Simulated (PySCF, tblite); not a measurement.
Isomers of C6H14NPSi. Computed values, GFN2-xTB/tblite, gas phase, harmonic and unscaled. Against measured fundamentals such values can be off by several per cent, at times by over 20. Modes of hydrogen on phosphorus and silicon can be 10 to 20 % off. One conformer each.

Electronic energies: PBE0/pcSseg-1 single points on the GFN2-xTB geometries (PySCF, gas phase).

```csv
SMILES,"electronic energy, lowest = 0 (kJ/mol)"
C#CCP([SiH3])CN(C)C,300.0
CC(C)(CC#N)C[SiH2]P,67.8
CC#C[P@@](C)(CC)=N[SiH3],170.5
[SiH3]N=[P@]12CC[C@H](CC1)C2,0.0
```

Task: How do GFN2-xTB zero-point energies change the relative energies?

Result: 
```
                      SMILES  ZPE (kJ/mol)  of it from modes above 1550 cm⁻¹  electronic (kJ/mol)  with ZPE, lowest = 0 (kJ/mol)  lowest mode (cm⁻¹)  rings
[SiH3]N=[P@]12CC[C@H](CC1)C2         486.0                             235.3                  0.0                            0.0                  41      2
         CC(C)(CC#N)C[SiH2]P         474.7                             248.5                 67.8                           56.5                  16      0
    CC#C[P@@](C)(CC)=N[SiH3]         464.8                             250.6                170.5                          149.3                  30      0
         C#CCP([SiH3])CN(C)C         470.6                             249.6                300.0                          284.6                  44      0
```

The zero-point energies span 21.2 kJ/mol, from `CC#C[P@@](C)(CC)=N[SiH3]` to `[SiH3]N=[P@]12CC[C@H](CC1)C2`. The order is unchanged.

Task: And how do the electronic energies of GFN2-xTB itself compare?

Result: `[SiH3]N=[P@]12CC[C@H](CC1)C2` 0.0; `CC(C)(CC#N)C[SiH2]P` 207.0; `CC#C[P@@](C)(CC)=N[SiH3]` 207.9; `C#CCP([SiH3])CN(C)C` 319.3 kJ/mol, lowest = 0. Against the energies above, taken from the same isomer `[SiH3]N=[P@]12CC[C@H](CC1)C2`, the largest difference is 139.2 kJ/mol.

Task: What do entropy and thermal enthalpy add at 298.15 K and 1 bar (rigid rotor, harmonic oscillator, one conformer each)?

Result: 
```csv
SMILES,point group,symmetry number,S (J/(mol K)),H − H(0) (kJ/mol),ZPE + H − H(0) − TS (kJ/mol)
[SiH3]N=[P@]12CC[C@H](CC1)C2,C1,1,427.6,30.48,389.0
CC#C[P@@](C)(CC)=N[SiH3],C1,1,523.8,41.79,350.5
C#CCP([SiH3])CN(C)C,C1,1,474.7,37.77,366.8
```

Not tabulated: `CC(C)(CC#N)C[SiH2]P` (lowest mode only 16 cm⁻¹).
